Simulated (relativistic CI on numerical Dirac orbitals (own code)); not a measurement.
## Sc14+: q coefficients and field-shift factors

Calculated at this level of theory: Dirac-Coulomb-Breit CI, separate exchange-only KLI orbitals for each configuration, derivatives by finite differences, unscaled Slater integrals, QED left out (own radial code, finite nucleus).

CI space (outside the closed core 1s2): 2s2.2p3, 2s.2p4, 2p5, 2p4.3s, 2p4.3p, 2s2.2p2.3s, 2p4.3d, 2s2.2p2.3p. Levels of other configurations are missing.

With x = (α/α₀)² − 1 an excitation energy changes as ω = ω₀ + qx; K = 2q/ω₀ is the relative enhancement. Terms are leading LS components, so labels can repeat. The field-shift factor is F = δν/δ⟨r²⟩ for the transition from the lowest level.

Lowest level 2s2.2p3 4S°_3/2.

| Level | ω₀ (cm⁻¹) | q (cm⁻¹) | K | F (GHz/fm²) |
| --- | --- | --- | --- | --- |
| 2s2.2p3 2D°_3/2 | 114389 | -10080 | -0.176 | -0.0396 |
| 2s2.2p3 2D°_5/2 | 125667 | 8110 | 0.129 | 0.0802 |
| 2s2.2p3 2P°_1/2 | 184298 | 11370 | 0.123 | -0.872 |
| 2s2.2p3 2P°_3/2 | 200361 | 39080 | 0.39 | -0.805 |
| 2s.2p4 4P_5/2 | 552248 | 30400 | 0.11 | -33.3 |
| 2s.2p4 4P_3/2 | 577370 | 56610 | 0.196 | -33.3 |
| 2s.2p4 4P_1/2 | 588576 | 65270 | 0.222 | -33.3 |
| 2s.2p4 2D_3/2 | 771471 | 46250 | 0.12 | -33.9 |
| 2s.2p4 2D_5/2 | 774025 | 51860 | 0.134 | -33.9 |
| 2s.2p4 2S_1/2 | 892357 | 43660 | 0.0979 | -34 |
| 2s.2p4 2P_3/2 | 931284 | 45800 | 0.0984 | -35.3 |
| 2s.2p4 2P_1/2 | 965523 | 83480 | 0.173 | -35.2 |
| 2p5 2P°_3/2 | 1471241 | 74910 | 0.102 | -66.9 |
| 2p5 2P°_1/2 | 1511549 | 115800 | 0.153 | -67 |
| 2s2.2p2.3s 4P_1/2 | 4253665 | -32900 | -0.0155 | 12.8 |
| 2s2.2p2.3s 4P_3/2 | 4273663 | -6359 | -0.00298 | 12.8 |
| 2s2.2p2.3s 4P_5/2 | 4293960 | 10170 | 0.00473 | 12.7 |
| 2s2.2p2.3s 2P_1/2 | 4299972 | -11800 | -0.00549 | 12.7 |
| 2s2.2p2.3s 2P_3/2 | 4323236 | 4685 | 0.00217 | 12.7 |
| 2s2.2p2.3s 2D_5/2 | 4384093 | 16480 | 0.00752 | 12.7 |
| 2s2.2p2.3s 2D_3/2 | 4386535 | 21010 | 0.00958 | 12.7 |
| 2s2.2p2.3p 4D°_1/2 | 4405264 | -29950 | -0.0136 | 4.26 |
| 2s2.2p2.3p 4D°_3/2 | 4421399 | -14310 | -0.00647 | 4.25 |

At this charge energies of transitions that change n are usually good to better than 1 %, and those within a shell (Δn = 0) to a few per cent.
